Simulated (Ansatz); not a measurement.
Ansatz results at the PBE0-D4/def2-TZVP geometry: HOMO energy (PBE0/def2-TZVPP) -8.03 eV; HOMO–LUMO gap (ωB97M-V/def2-TZVPP) 9.94 eV; HOMO–LUMO gap (PBE0/def2-TZVPP) 5.86 eV.

Each molecule was computed in one conformer, which needn't be the lowest.

Problem. Which molecule gave them?
A. `C[CH2][In]([F])[F]`
B. `[CH3][In]([OH])[F]`
C. `[I][In]([I])[I]`
D. `[OH][In]([SH])[Br]`

Solution. D. The others give `[CH3][In]([OH])[F]`: -8.49, 11.16, 7.18; `[I][In]([I])[I]`: -7.85, 8.69, 4.82; `C[CH2][In]([F])[F]`: -8.62, 10.97, 6.98.
